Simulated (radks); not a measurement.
Results of a calculation; reference values are marked as such.
Orbital eigenvalues (eV) of neutral chromium, [Ar] 3d5 4s1, at several levels of relativity; Dirac values are averaged over j with weights 2j + 1. Spin-unpolarised spherical Kohn-Sham, PBE, point nucleus unless stated (finite: rms radius 3.6452 fm), a radial shooting solver on a logarithmic mesh with Libxc functionals. A level marked "c x" has the speed of light scaled by that factor and shares open shells by 2j + 1; other Dirac levels either fill j = l - 1/2 first or share by 2j + 1.

| shell | non-rel. | scalar-rel., finite nucleus | Dirac, c x 1.5 | Dirac, c x 5 | change of magnitude, last against first (%) |
|---|---|---|---|---|---|
| 1s | -5834.0 | -5880.9 | -5854.2 | -5835.8 | +0.03 |
| 2s | -657.79 | -667.14 | -661.83 | -658.15 | +0.05 |
| 2p | -558.96 | -560.70 | -559.66 | -559.02 | +0.01 |
| 3s | -72.512 | -73.991 | -73.156 | -72.570 | +0.08 |
| 3p | -45.103 | -45.443 | -45.249 | -45.116 | +0.03 |
| 4s | -3.9130 | -4.0074 | -3.9540 | -3.9166 | +0.09 |
| 3d | -2.9949 | -2.9133 | -2.9586 | -2.9916 | -0.11 |
| 4p (empty) | -0.98418 | -0.98857 | -0.98603 | -0.98434 | +0.02 |
